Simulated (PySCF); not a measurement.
Rigid-rotor lines calculated for a species of formula C6H6NP (commonest isotopes; PBE0-D3(BJ)/def2-SVP geometry optimisation, gas phase in PySCF 2.14.0), labelled J(Ka,Kc):

```csv
transition,MHz
"2(1,1) ← 1(1,0)",5556.7
"1(0,1) ← 0(0,0)",2546.9
"1(1,1) ← 0(0,0)",4429.8
"2(1,2) ← 1(1,1)",4630.9
"2(0,2) ← 1(0,1)",5018.5
```

(1) Find the rotational constants.

(2) What moments of inertia, asymmetry and inertial defect follow?

(3) Which dipole components do these lines need?

(4) Where do these fall, and of which type are they? 2(1,2) ← 1(0,1); 2(2,0) ← 2(1,1); 3(2,1) ← 3(2,2); 3(2,2) ← 2(2,1); 3(1,3) ← 2(1,2); 3(1,2) ← 2(2,1); 3(1,3) ← 2(0,2); 3(3,0) ← 2(2,1); 1(1,0) ← 1(0,1); 3(2,1) ← 2(1,2).

(5) Which structure gave them?

Results:

(1) 1(0,1) ← 0(0,0) is B + C, 2(1,1) ← 1(1,0) is 3B + C and 2(1,2) ← 1(1,1) is B + 3C, so B − C is half the difference of the last two, 462.9 MHz. 1(1,1) ← 0(0,0) is A + C. A = 3387.7, B = 1504.9, C = 1042.0 MHz.

(2) I = 505379 MHz·u·Å² over each constant: Ia = 149.18, Ib = 335.83, Ic = 485.00 u·Å²; κ = (2B − A − C)/(A − C) = -0.605 (asymmetric top); Δ = Ic − Ia − Ib = 0.00 u·Å².

(3) μa and μb (a-type: ΔKa even, ΔKc odd; b-type: both odd). The calculation gives |μa| = 1.30 D, |μb| = 0.45 D, |μc| = 0.00 D.

(4) 
```json
{"transition": "3(2,1) ← 3(2,2)", "MHz": "364", "type": "a", "branch": "Q"}
{"transition": "1(1,0) ← 1(0,1)", "MHz": "2346", "type": "b", "branch": "Q"}
{"transition": "3(1,2) ← 2(2,1)", "MHz": "2635", "type": "b", "branch": "R"}
{"transition": "2(2,0) ← 2(1,1)", "MHz": "5724", "type": "b", "branch": "Q"}
{"transition": "2(1,2) ← 1(0,1)", "MHz": "6514", "type": "b", "branch": "R"}
{"transition": "3(1,3) ← 2(1,2)", "MHz": "6903", "type": "a", "branch": "R"}
{"transition": "3(2,2) ← 2(2,1)", "MHz": "7641", "type": "a", "branch": "R"}
{"transition": "3(1,3) ← 2(0,2)", "MHz": "8398", "type": "b", "branch": "R"}
{"transition": "3(2,1) ← 2(1,2)", "MHz": "15042", "type": "b", "branch": "R"}
{"transition": "3(3,0) ← 2(2,1)", "MHz": "18264", "type": "b", "branch": "R"}
```

(5) `n1c(C=C)pccc1`, point group Cs. Three constants can't fix a structure by themselves; this is the one that was computed:
```
atom  x, y, z in Å
C1     2.820    0.451   -0.025
C2     1.886   -0.255   -0.674
C3     0.452   -0.217   -0.345
N4     0.077    0.582    0.655
C5    -1.184    0.693    1.036
C6    -2.276    0.019    0.475
C7    -2.122   -0.866   -0.581
P8    -0.598   -1.245   -1.326
H9     2.534    1.105    0.802
H10    3.874    0.389   -0.306
H11    2.170   -0.911   -1.504
H12   -1.366    1.382    1.870
H13   -3.270    0.206    0.892
H14   -3.013   -1.364   -0.979
```

The values belong to one conformer (point group Cs) with, in the numbering `[CH2:1]=[CH:2][c:3]1[n:4][cH:5][cH:6][cH:7][p:8]1`, C1–C2–C3–N4 1°. No PBE0-D3(BJ)/def2-SVP frequencies stand behind this structure, so it isn't proved a minimum. These are rigid-rotor constants of the computed structure; measured ground-state constants (B0) also hold zero-point vibration. Quadrupole hyperfine structure (14N) is left out.
